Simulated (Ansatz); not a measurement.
Born–Oppenheimer molecular dynamics of AlH$_{5}$O$_{3}$Si (10 atoms, charge 0, multiplicity 1). It starts from a relaxed structure.

Computed with RKS PBE-D4/6-31G* (Ansatz 0.2.0).

| Item | Value |
| --- | --- |
| ensemble | NVE (velocity Verlet) |
| time step | 0.5 fs |
| steps asked | 100 |
| starting velocities drawn for | 1000 K |
| seed | 39318 |

First frame:

```xyz
10
Properties=species:S:1:pos:R:3
Al -0.117 -0.388 0.204
O -0.281 0.084 1.850
H -1.139 0.401 2.179
O 1.429 -0.918 -0.272
Si 2.501 -1.500 -1.390
H 1.881 -2.561 -2.256
H 3.000 -0.399 -2.283
H 3.679 -2.103 -0.682
O -1.366 -0.371 -0.979
H -2.263 -0.075 -0.745
```

**Question.** How far do the bonds stretch over the last three quarters of this one trajectory? (Pairs bonded in most of those frames.)

**Answer.** 
| bond | mean (Å) | spread (Å) | shortest | longest |
| --- | --- | --- | --- | --- |
| Al1–O2 | 1.708 | 0.022 | 1.68 | 1.75 |
| Al1–O4 | 1.710 | 0.038 | 1.66 | 1.75 |
| Al1–O9 | 1.731 | 0.037 | 1.65 | 1.78 |
| O2–H3 | 0.977 | 0.034 | 0.92 | 1.04 |
| O4–Si5 | 1.648 | 0.021 | 1.62 | 1.69 |
| Si5–H6 | 1.511 | 0.054 | 1.43 | 1.59 |
| Si5–H7 | 1.514 | 0.048 | 1.44 | 1.59 |
| Si5–H8 | 1.503 | 0.033 | 1.46 | 1.55 |
| O9–H10 | 0.975 | 0.013 | 0.95 | 1.00 |

Mean temperature of the second half: 379 K. The conserved energy stayed within 0.35 meV per atom of its start (net change 0.24 meV per atom), so the integration is sound. A run of 0.05 ps of so small a system gives no equilibrium averages.

Run time: 5.4 min on 1 thread of Arm Neoverse V1, on a shared host, peak memory 0.13 GiB.
